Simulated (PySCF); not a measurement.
BeClGeH3, SMILES [Cl][Be][GeH3]. Geometry: PBE0-D3(BJ)/def2-TZVP.

Computed with PySCF with PBE0-D3(BJ)/def2-TZVP.

Harmonic wavenumbers (cm⁻¹): 169, 169, 260, 446, 446, 796, 887, 887, 990, 2130, 2133, 2133. Rotational constants (GHz): 82.09, 1.261, 1.261; symmetry number 3.

Problem. Work out the zero-point energy and the ideal-gas rigid-rotor harmonic-oscillator thermochemistry at 298.15 K and 1 atm.

Solution. ZPE = ½ Σ hcν = ½ × 11450 cm⁻¹ = 68.49 kJ/mol. H − E(el) = 84.86 kJ/mol. Entropy in J/(mol K): translation 168.47, rotation 96.77, vibration 36.68, total 301.91. G − E(el) = -5.16 kJ/mol. Cp = 76.54 J/(mol K).
